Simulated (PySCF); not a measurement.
Al(Me)(SH)2 (CH₅AlS₂), SMILES [SH][Al]([SH])[CH3]. Atoms are numbered in the order given.

```xyz
9

Al     0.3588    -0.0689    -0.0240
C      2.2560    -0.4820    -0.1577
H      2.3989    -1.5620    -0.3360
H      2.7945    -0.2295     0.7703
H      2.7349     0.0554    -0.9921
S     -0.6487    -0.2435     1.9229
H     -1.8809     0.0960     1.4789
S     -0.7449     0.5414    -1.8253
H     -1.9504     0.6623    -1.2229
```

Geometry optimised at B3LYP-D3(BJ)/def2-SVP. The structure was generated by enumeration; whether it is a known compound was not checked. One conformer was computed; it need not be the lowest.

Level of theory: PySCF with PBE/def2-TZVP.

Gas-phase values at a fixed geometry.

```yaml
total_energy: -1079.53801 hartree
highest_occupied_level: -6.31 eV
lowest_empty_level: -1.33 eV
orbital_gap: 4.98 eV
dipole_moment: 0.04 D
quadrupole, principal values (traceless, Buckingham form, about the centre of nuclear charge): -9.31, 0.32, 8.99 D·Å
mean_static_polarisability: 79.9 bohr³ (11.84 Å³)
polarisability_principal_values: 60.6, 85.3, 93.8 bohr³
```
